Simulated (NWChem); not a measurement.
## Atomisation of C3H5O

```
C
C 1 1.3340
O 1 1.3811 2 124.78
H 3 0.9767 1 107.94 2 0.00
H 2 1.0948 1 141.54 3 0.00
C 1 1.5026 2 124.17 5 180.00
H 6 1.1045 1 111.20 2 0.00
H 6 1.1102 7 109.14 1 -121.57
H 6 1.1102 7 109.14 8 -116.86
```
Charge 0, spin multiplicity 2.

All runs are NWChem calculations. All single points use one geometry, from UPBE/def2-SVP, a minimum by its harmonic frequencies. It is one conformer; others weren't searched.

Basis set: def2-TZVP. The atomisation energy is electronic alone: no zero-point, thermal, spin-orbit or counterpoise terms. No value is extrapolated to the basis-set limit. Free atoms are single determinants with multiplicities C 3, O 3, H 2. Correlated methods freeze the same cores in atoms and molecule, 4 orbitals in all.

```csv
method,atomisation energy (kcal/mol),relative cost,remark
LDA (SVWN5),980.2,1,-
BP86,875.1,under 3,-
PBE,869.8,under 3,-
B3LYP,840.5,under 3,-
PBE0,849.4,under 3,-
HF,609.4,3,spin-contaminated
M06-2X,803.7,4,-
MP2,822.4,5,spin-contaminated
CAM-B3LYP,845.5,20,-
```

The values span 370.8 kcal/mol, from HF (lowest) to LDA (SVWN5) (highest). Costs are rough ratios of processor time within this set of runs, SCF included, with LDA (SVWN5) as 1. Costs are the molecule's.

B3LYP has NWChem's definition, with VWN1-RPA local correlation. GW and range-separated runs recompute their integrals, the others keep them in memory, which bears on the times. The structure started from a generated list of species. No SCF solution was tested for a lower state. Open-shell Hartree-Fock references start from PBE0 orbitals; any time given for them includes that run.
